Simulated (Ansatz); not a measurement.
Gas-phase electronic energies from Ansatz, PBE0-D4/def2-TZVP geometries. CCSD(T)/CBS is the MP2 limit (def2-TZVPP, def2-QZVPP) plus CCSD(T) − MP2 in def2-TZVPP, frozen cores. This one scheme is used for every species. DFT in def2-TZVPP. B3LYP here is the variant with VWN-RPA as its local correlation; programs differ in this. Elements past krypton have def2 core potentials. For Sn outer-core shells are correlated without core-valence functions, which leaves a few kJ/mol of doubt a bond. Each species was taken in one conformer, which may not be the lowest.

`[AlH2][O][SnH2][SiH3]` + H₂ → `[SiH3][SnH3]` + `[OH][AlH2]`  (hydrogenolysis of the Sn–O bond)

`[AlH2][O][SnH2][SiH3]`:

```xyz
11

Al   -2.178    1.224   -0.194
O    -0.989    0.655   -1.237
Sn    0.716   -0.315   -1.231
Si    1.316   -0.811    1.218
H    -2.007    0.964    1.365
H    -3.419    1.994   -0.801
H     0.436   -1.711   -2.178
H     1.818    0.725   -2.024
H     1.418    0.463    1.976
H     2.622   -1.520    1.278
H     0.267   -1.668    1.828
```

H₂:

```xyz
2

H     0.323    0.111    0.150
H    -0.323   -0.111   -0.150
```

`[SiH3][SnH3]`:

Z-matrix (Å, degrees):
```
Si
Sn 1 2.560
H 1 1.487 2 110.2
H 1 1.487 2 110.2 3 -120.0
H 1 1.487 2 110.2 3 120.0
H 2 1.708 1 110.8 3 179.5
H 2 1.708 1 110.8 3 -60.5
H 2 1.708 1 110.7 3 59.5
```

`[OH][AlH2]`:

```xyz
5

O    -0.741    0.682   -0.682
Al    0.443   -0.128    0.221
H    -1.645    0.379   -0.757
H     0.066   -1.460    0.994
H     1.877    0.527    0.224
```

```json
{"level": "LDA (SPW92)", "ΔE (kJ/mol)": "-6.7", "difference from CCSD(T)/CBS": "-21.6"}
{"level": "PBE-D4", "ΔE (kJ/mol)": "6.7", "difference from CCSD(T)/CBS": "-8.2"}
{"level": "r2SCAN-D4", "ΔE (kJ/mol)": "10.9", "difference from CCSD(T)/CBS": "-4.0"}
{"level": "B3LYP-D4", "ΔE (kJ/mol)": "11.1", "difference from CCSD(T)/CBS": "-3.8"}
{"level": "r2SCAN0-D4", "ΔE (kJ/mol)": "3.9", "difference from CCSD(T)/CBS": "-11.0"}
{"level": "BHLYP", "ΔE (kJ/mol)": "-3.1", "difference from CCSD(T)/CBS": "-18.0"}
{"level": "RPA@PBE/def2-TZVPP", "ΔE (kJ/mol)": "9.8", "difference from CCSD(T)/CBS": "-5.1"}
{"level": "MP2/def2-SVP", "ΔE (kJ/mol)": "13.7", "difference from CCSD(T)/CBS": "-1.2"}
{"level": "SCS-MP2/def2-TZVPP", "ΔE (kJ/mol)": "13.2", "difference from CCSD(T)/CBS": "-1.7"}
{"level": "MP2/def2-QZVPP", "ΔE (kJ/mol)": "19.0", "difference from CCSD(T)/CBS": "4.1"}
{"level": "CCSD(T)/CBS", "ΔE (kJ/mol)": "14.9", "difference from CCSD(T)/CBS": "0"}
```

Largest T1 diagnostic among the species: 0.014.

From r2SCAN to r2SCAN0 (25 % exact exchange), in def2-TZVPP and without D4, ΔE moves by −7.5 kJ/mol. At CCSD(T), def2-SVP lies −8.7 kJ/mol from the extrapolated value and def2-TZVPP −7.4 kJ/mol.
